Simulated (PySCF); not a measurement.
BFH4O3Si, SMILES OB(O)O[SiH2]F.

Coordinates come from a PBE0-D3(BJ)/def2-SVP optimisation. The structure was generated by enumeration, and PubChem lists no compound with its InChIKey, so it may never have been made. One conformer was computed; it need not be the lowest.

Two levels are set side by side: PBE/def2-TZVP (PySCF) and M06-2X/def2-TZVP (PySCF). Same geometry, gas phase. Differences are taken from unrounded values.

```tsv
quantity	M06-2X	PBE	PBE minus M06-2X
orbital gap (eV)	11.77	6.99	-4.78
highest occupied level (eV)	-11.06	-7.76	3.30
lowest empty level (eV)	0.71	-0.77	-1.48
dipole moment (D)	2.55	2.23	-0.32
mean polarisability (bohr³)	45.1	49.0	3.9
```

Without exact exchange PBE keeps part of each electron's self-repulsion, which lifts occupied levels and narrows the gap. Loosely held outer electrons make PBE densities more polarisable. Differences between two approximate levels are no errors against the true value.

Rough cost on one machine, each run with all the roots and properties that it gave: M06-2X against PBE about 3 times.
